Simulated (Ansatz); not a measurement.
Geometry optimisation, RKS B3LYP/def2-SVP (Ansatz).

Input file:

```yaml
crystal:
  periodic: [false, false, false]
  atoms:
    - { symbol: B, position_ang: [0.0, 0.0, 0.0] }
    - { symbol: Cl, position_ang: [0.0, 0.0, 2.21] }
    - { symbol: O, position_ang: [1.2211, 0.0, -0.705] }
    - { symbol: H, position_ang: [1.5209, -0.9519, -0.8599] }
    - { symbol: O, position_ang: [-1.2211, 0.0, -0.705] }
    - { symbol: H, position_ang: [-1.7308, -0.8467, -0.4965] }
    - { symbol: H, position_ang: [0.0668, 1.4124, 0.4698] }
    - { symbol: H, position_ang: [0.0595, 1.2578, 1.3665] }
basis:
  gaussian: { orbitals: def2-SVP }
hamiltonian:
  xc: b3lyp
relax:
  f_tol: 0.15
  max_steps: 25
  restrain:
    - { distance: [0, 6], at: 1.19, k: 30.0 }
    - { distance: [7, 1], at: 1.37, k: 30.0 }
    - { distance: [0, 1], at: 3.06, k: 30.0 }
    - { distance: [7, 6], at: 1.86, k: 30.0 }
```

Launched with:

```bash
$ ansatz run input.yaml --threads 1 --pin off --max-ram 2048MiB --backend cpu --events-out ev --progress --plain --runs-dir out
```

Question: Where does it end, and by what steps?

Answer: It converged. The restraints hold the end off the free minimum; the threshold counts their pulls, which the force column leaves out. Restrained pairs: B1–H7 (1.49 → 1.20 Å), Cl2–H8 (1.52 → 1.34 Å), B1–Cl2 (2.21 → 3.07 Å), H7–H8 (0.91 → 1.86 Å). After 8 steps the energy has fallen by 2.707 eV (the restraints' own energy left out); H6 moved furthest, 0.58 Å.

| step | energy less start (eV) | largest force component (eV/Å) | accepted |
| --- | --- | --- | --- |
| 0 | 0.0000 | 3.869 | yes |
| 1 | -0.6773 | 5.182 | yes |
| 2 | -1.6750 | 3.445 | yes |
| 3 | -2.2622 | 0.734 | yes |
| 4 | -2.5296 | 0.817 | yes |
| 5 | -2.6142 | 0.824 | yes |
| 6 | -2.6171 | 1.958 | yes |
| 7 | -2.7050 | 0.759 | yes |
| 8 | -2.7066 | 0.829 | yes |

```xyz
8
Properties=species:S:1:pos:R:3
B -0.008 0.447 -0.356
Cl 0.049 0.085 2.692
O 1.177 -0.164 -0.617
H 1.124 -1.088 -0.893
O -1.248 -0.075 -0.551
H -1.277 -1.002 -0.821
H 0.045 1.583 0.017
H 0.055 1.086 1.809
```

Time of the run: 28 s on 1 thread of Arm Neoverse V1, on a shared host, peak memory 0.15 GiB.
